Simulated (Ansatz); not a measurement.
CH$_{5}$GaGe. Total charge 0; spin multiplicity 1. Correlated methods include outer-core shells of Ga, Ge, which these sets cover unevenly. Scalar relativity is left out up to krypton. The bonds changed during the relaxation, so this is another structure than the one it started from.

Z-matrix (Å, degrees):
```
C
Ge 1 1.949
Ga 1 2.040 2 115.3
H 1 1.098 2 108.3 3 122.0
H 1 1.098 2 108.3 3 -122.0
H 2 1.542 1 113.2 3 179.9
H 2 1.543 1 110.1 3 59.0
H 2 1.543 1 110.1 3 -59.3
```

Question: Give the diagnostics of a CCSD(T)/def2-TZVPP run (frozen core, Ansatz 0.2.0). (Estimate.)

Answer: Ansatz gave: T1 = 0.0125, largest single amplitude 0.015, largest double 0.067, (T) share of the correlation energy 3.8 %, 9 CCSD cycles. The RHF solution is stable towards an unrestricted one. T1 lies under the customary mark of 0.02 for closed shells.
